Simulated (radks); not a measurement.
The numbers below are computed, except where a source is named.
Problem. These are the eigenvalues of the occupied orbitals of an atom or ion with whole-number occupations (eV). Code: a radial shooting solver on a logarithmic mesh with Libxc functionals. Model: scalar-relativistic Kohn-Sham, PBEsol, spin-polarised, spherical densities, point nucleus.

orbital  eigenvalue
1s up     -34366.86
1s down   -34366.81
2s up     -5357.360
2s down   -5357.339
2p up     -4808.839
2p down   -4808.805
3s up     -1103.611
3s down   -1103.576
3p up     -926.4869
3p down   -926.4469
3d up     -663.6725
3d down   -663.6343
4s up     -207.2710
4s down   -207.1925
4p up     -151.1579
4p down   -151.0756
4d up      -69.3987
4d down    -69.2745
5s up      -29.4440
5s down    -28.7653
5p up      -17.3508
5p down    -16.6586

Which element is it, and in what charge state? The configuration may be excited. Open shells, if any, are filled with parallel spins first.

Solution. Z = 54, xenon, charge +1: Xe+ in [Kr] 4d10 5s2 5p5. The list shows which subshells hold electrons but not how many an open one holds; the 1s level, -1263 hartree, gives Z - s = 50.3 by -(Z - s)^2/2, which with screening and relativity narrows Z to a few neighbours, and the depths of the outer levels then fix element, charge and occupations together.
